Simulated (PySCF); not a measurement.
Fe(OH) (FeHO), SMILES [OH][Fe] (connectivity only; charge and spin as stated), neutral, multiplicity 6. Atoms are numbered in the order given.

```xyz
3

Fe     0.0000     0.0000     0.4843
O      0.0000     0.0000    -1.2930
H      0.0000     0.0000    -2.2479
```
Charge 0, spin multiplicity 6.

Coordinates come from a B3LYP-D3(BJ)/def2-TZVP optimisation. The geometry has at least one imaginary mode, so it is a saddle point at that level. The multiplicity is an assumed one; other spin states were not compared.

These are PBE/def2-TZVPD (PySCF) values and carry that method's errors.

Mulliken values depend strongly on the basis, most of all with diffuse functions as here. Atomic charges (e):

```csv
atom,Mulliken,meta-Löwdin,Mulliken spin
Fe1,0.40,?,4.82
O2,-0.60,?,0.11
H3,0.20,?,0.06
```

**Question.** Complete the blanks. (The exact figures need the calculation; the answer reports its results.)

**Answer.** 
- Fe1, meta-Löwdin: 0.60
- O2, meta-Löwdin: -0.95
- H3, meta-Löwdin: 0.34
